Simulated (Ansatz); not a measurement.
Ansatz (a program for electronic structure) input (CCSD(T,core; 1s of Na to Cl frozen)/cc-pwCVTZ):
A basis named .json is the Basis Set Exchange file of that set.

Ansatz 0.2 input:
```yaml
crystal:
  periodic: [false, false, false]
  atoms:
    - {symbol: Si, position_ang: [0.54733611, 0.34333240, -0.60784220]}
    - {symbol: C, position_ang: [1.38001507, -1.31259231, -0.67620050]}
    - {symbol: Cl, position_ang: [1.33548567, 1.39637501, 1.00852279]}
    - {symbol: N, position_ang: [-1.16065869, 0.16597774, -0.45591643]}
    - {symbol: Si, position_ang: [-2.10263920, -1.11538149, 0.25027358]}
    - {symbol: H, position_ang: [0.82738714, 1.18623822, -1.78624109]}
    - {symbol: H, position_ang: [1.00052942, -1.90321401, -1.51203325]}
    - {symbol: H, position_ang: [2.45545276, -1.17948138, -0.80293196]}
    - {symbol: H, position_ang: [1.21746284, -1.87425568, 0.24474777]}
    - {symbol: H, position_ang: [-1.68108477, 1.02310610, -0.60194366]}
    - {symbol: H, position_ang: [-1.43919638, -2.40496061, -0.08050766]}
    - {symbol: H, position_ang: [-3.46504391, -1.06341109, -0.35139881]}
basis:
  gaussian:
    orbitals: cc-pwCVTZ.json
magnetization: {spin_polarized: true, initial_magnetization: 1}
correlation: {method: ccsd_t, frozen_orbitals: {C: 0, Cl: 1, H: 0, N: 0, Si: 1}}
```

End of the output:

```
integrals: 7.68 GiB planned
2069 factors; integrals over basis functions are off by at most 1.0e-3 eV
2.39 GiB of device memory are held for the factors and their scratch space
mean field: 2.61 GiB planned
mean field evaluation 1: about -30851.9707 eV, gradient 2.8e1 eV
mean field evaluation 2: about -30851.9735 eV, gradient 2.8e1 eV
mean field evaluation 4: about -30855.9948 eV, gradient 3.4e0 eV
mean field evaluation 8: about -30856.1045 eV, gradient 1.3e-1 eV
mean field evaluation 16: about -30856.0891 eV, gradient 1.1e0 eV
mean field -30856.10505793 eV, -1133.9409458599 hartree, gradient 8.6e-6 eV, S^2 0.755113; 0 other end points of the search recorded, 0 dependent functions left out
3 core orbitals not correlated
reference -30856.10505793 eV, -1133.9409458599 hartree; 30, 29 occupied and 328, 329 virtual orbitals, 2069 factors
second order -46.05021501 eV of doubles, -0.00000000 eV of singles
coupled cluster: 44.39 GiB planned
cycle   1  -46.97406694 eV  change   -9.2e-1 eV  update   1.0e-1
cycle   2  -47.66860350 eV  change   -6.9e-1 eV  update   3.1e-2
cycle   3  -47.78375341 eV  change   -1.2e-1 eV  update   1.6e-2
cycle   4  -47.76445747 eV  change    1.9e-2 eV  update   5.5e-3
cycle   5  -47.76392848 eV  change    5.3e-4 eV  update   3.1e-3
cycle   6  -47.76614230 eV  change   -2.2e-3 eV  update   1.2e-3
cycle   7  -47.76596835 eV  change    1.7e-4 eV  update   4.6e-4
cycle   8  -47.76597548 eV  change   -7.1e-6 eV  update   1.7e-4
cycle   9  -47.76605851 eV  change   -8.3e-5 eV  update   5.8e-5
cycle  10  -47.76602126 eV  change    3.7e-5 eV  update   2.5e-5
perturbative correction -1.20136697 eV, -0.0441494220 hartree
Total energy: -30905.07244617 eV, -1135.7404641862 hartree
```

It need not be the lowest isomer of its formula.
